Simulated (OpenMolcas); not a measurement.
Ce3+ in Cs2NaYCl6: curves along the breathing mode

Ce3+ with its 6 nearest chloride ions, on the Y site of Cs2NaYCl6 (a = 10.7396 Å, distance in the model lattice 2.619 Å). The rest of the host is ab initio model potentials to 7.6 Å, with orthogonalisation functions on the cations behind the ligands, and point charges beyond; the distance is set by hand and nothing relaxes. Ligand basis ANO-RCC-VDZP.

```json
{
 "Program": "OpenMolcas",
 "Method": "CASSCF",
 "Basis": "ANO-RCC-VDZP [7s6p4d2f1g]",
 "Scalar Hamiltonian": "DKH2, point nucleus",
 "Active space": "1 electron in 7 orbitals (4f)",
 "State averaging": "2S+1 = 2 odd, 7 roots",
 "Spin-orbit coupling": "RASSI with atomic mean-field integrals over the reference wave functions"
}
```

Spin-free energies (labels of O, the rotations of Oh) in cm-1 above the lowest fitted minimum, as all ligands move together:

```csv
R (Å),2A2,2T2,2T1
2.538,9110,9590,10580
2.598,3270,3690,4570
2.658,440,820,1600
2.717,230,580,1270
2.777,2350,2670,3280
2.837,6600,6890,7440
2.897,12850,13110,13610
```

Cubic fits give the following; the wavenumber is harmonic, with the mass of all moving ligands, small differences in it between states hang on the degree of the fit, a number in brackets counts states of one label, and the table is a selection of at most 14 states with clean curves.

```tsv
State	R0 (Å)	Breathing mode (cm-1)	Minimum (cm-1)
2A2	2.693	332	0
2T2	2.694	332	360
2T1	2.696	333	1080
```

For an f ion spin-orbit coupling outweighs the ligand field, so these spin-free curves are not those of observable levels.

No measured value stands beside these numbers.
